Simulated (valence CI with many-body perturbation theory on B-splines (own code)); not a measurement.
Energy levels of W³⁺

Level of theory: relativistic CI+MBPT: three valence electrons over a frozen Dirac-Fock core [Xe] 4f14, a basis of 7 s, 7 p, 8 d, 6 f, 4 g, 1 h functions for each j, with the one-electron correlation potential Σ1, the two-electron term Σ2, the three-electron term Σ3, Breit, model QED; selected CI, second order for the rest, scaled by the run's own slope (own B-spline code, finite nucleus).

Against 62 measured levels this calculation errs by 1221 cm⁻¹ on average and by 2923 at most. These come from a selection out of J. Phys. B 45, 035001 (2012). Levels without a partner in it may be off by more, other configurations by 1,000 to 8,000 cm⁻¹. 7 measured levels below the end of the list, from 46088 cm⁻¹ on, found no clear computed partner, and computed levels of the same name lie up to 1232 cm⁻¹ from them.

Levels 46 to 90 of 239, with energies above the lowest level, 5d³ ⁴F_3/2. "Leading %" is the weight of the configuration and term that name the level; weights of strongly mixed levels are sums over their largest components and can fall short. In the jj column 3d3/2^4 stands for four electrons in 3d with j = 3/2.

```
No.  Configuration  Term     J  E (eV)  Leading %                Leading jj      g
 46          5d²6p   ⁴F°   7/2  12.569         46      5d5/2^2 6p1/2 (38 %)  1.210
 47          5d²6p   ⁴D°   3/2  12.607         35  5d3/2 5d5/2 6p1/2 (64 %)  1.200
 48          5d²6p   ²S°   1/2  12.718         47  5d3/2 5d5/2 6p1/2 (69 %)  1.618
 49          5d²6p   ²F°   7/2  12.869         29      5d3/2^2 6p3/2 (50 %)  1.147
 50          5d²6p   ⁴D°   5/2  12.931         54  5d3/2 5d5/2 6p1/2 (52 %)  1.198
 51          5d²6p   ⁴D°   1/2  13.049         81      5d3/2^2 6p3/2 (49 %)  0.154
 52          5d²6p   ⁴D°   3/2  13.055         45  5d3/2 5d5/2 6p1/2 (72 %)  1.372
 53          5d²6p   ⁴G°   9/2  13.182         46  5d3/2 5d5/2 6p3/2 (84 %)  1.183
 54          5d²6p   ²G°   7/2  13.359         52  5d3/2 5d5/2 6p3/2 (78 %)  1.040
 55          5d²6p   ²F°   5/2  13.376         39  5d3/2 5d5/2 6p3/2 (65 %)  1.066
 56          5d²6p   ²F°   7/2  13.655         61  5d3/2 5d5/2 6p3/2 (40 %)  1.169
 57          5d²6p   ⁴D°   3/2  13.669         71  5d3/2 5d5/2 6p3/2 (69 %)  1.103
 58          5d²6p   ⁴G°  11/2  13.673         94      5d5/2^2 6p3/2 (60 %)  1.264
 59          5d²6p   ⁴S°   3/2  13.794         50      5d5/2^2 6p1/2 (66 %)  1.547
 60          5d²6p   ²H°   9/2  13.825         41      5d5/2^2 6p1/2 (35 %)  1.117
 61          5d²6p   ²F°   5/2  13.864         56      5d5/2^2 6p1/2 (55 %)  1.045
 62          5d²6p   ²G°   7/2  13.950         55  5d3/2 5d5/2 6p3/2 (44 %)  1.087
 63          5d²6p   ²P°   1/2  14.174         43  5d3/2 5d5/2 6p3/2 (80 %)  1.439
 64          5d²6p   ⁴D°   5/2  14.254         46  5d3/2 5d5/2 6p3/2 (56 %)  1.270
 65          5d²6p   ⁴P°   3/2  14.279         57      5d3/2^2 6p3/2 (37 %)  1.522
 66          5d²6p   ²G°   9/2  14.421         83  5d3/2 5d5/2 6p3/2 (41 %)  1.133
 67          5d²6p   ²D°   5/2  14.495         37  5d3/2 5d5/2 6p3/2 (79 %)  1.327
 68          5d²6p   ⁴D°   7/2  14.570         49  5d3/2 5d5/2 6p3/2 (68 %)  1.265
 69          5d²6p   ²D°   3/2  14.618         33  5d3/2 5d5/2 6p3/2 (58 %)  1.230
 70          5d²6p   ²P°   1/2  14.776         41      5d5/2^2 6p3/2 (48 %)  1.570
 71          5d²6p   ²D°   3/2  14.943         65  5d3/2 5d5/2 6p3/2 (60 %)  1.001
 72          5d²6p   ²D°   5/2  14.952         62  5d3/2 5d5/2 6p3/2 (52 %)  1.295
 73          5d²6p   ²G°   9/2  15.003         48  5d3/2 5d5/2 6p3/2 (54 %)  1.028
 74          5d²6p   ²F°   7/2  15.241         45      5d5/2^2 6p3/2 (90 %)  1.225
 75          5d²6p   ²P°   1/2  15.301         77  5d3/2 5d5/2 6p3/2 (46 %)  0.667
 76          5d²6p   ²H°  11/2  15.418         94  5d3/2 5d5/2 6p3/2 (59 %)  1.099
 77          5d²6p   ²D°   5/2  15.474         40      5d5/2^2 6p3/2 (55 %)  1.262
 78          5d²6p   ²F°   7/2  15.553         67      5d5/2^2 6p3/2 (47 %)  1.127
 79          5d²6p   ²P°   3/2  15.828         58      5d5/2^2 6p3/2 (69 %)  1.221
 80          5d²6p   ²F°   5/2  15.955         71      5d5/2^2 6p3/2 (54 %)  0.951
 81         5d6s6p   ⁴F°   3/2  16.402         77     5d3/2 6s 6p1/2 (91 %)  0.527
 82         5d6s6p   ⁴D°   1/2  16.800         44     5d3/2 6s 6p1/2 (41 %)  0.396
 83         5d6s6p   ⁴F°   5/2  16.858         68     5d3/2 6s 6p1/2 (63 %)  1.082
 84          5d²6p   ²P°   1/2  16.937         51      5d5/2^2 6p1/2 (36 %)  0.407
 85         5d6s6p   ⁴D°   3/2  17.093         66     5d3/2 6s 6p1/2 (61 %)  1.180
 86         5d6s6p   ⁴D°   5/2  17.647         60     5d5/2 6s 6p1/2 (71 %)  1.385
 87         5d6s6p   ⁴F°   7/2  17.719         70     5d5/2 6s 6p1/2 (67 %)  1.283
 88          5d²6p   ²P°   3/2  17.940         82      5d5/2^2 6p3/2 (70 %)  1.317
 89         5d6s6p   ²D°   5/2  18.062         38     5d3/2 6s 6p3/2 (71 %)  1.229
 90         5d6s6p   ²D°   3/2  18.324         60     5d5/2 6s 6p1/2 (45 %)  0.979
```

Names give the largest LS component (configuration and term), which can be under half, so a name can repeat, a term be missing and a line seem to break the LS rules; names also repeat where a configuration has a term twice.

Where two levels of one J and parity lie close, their mixing, g and order are uncertain.
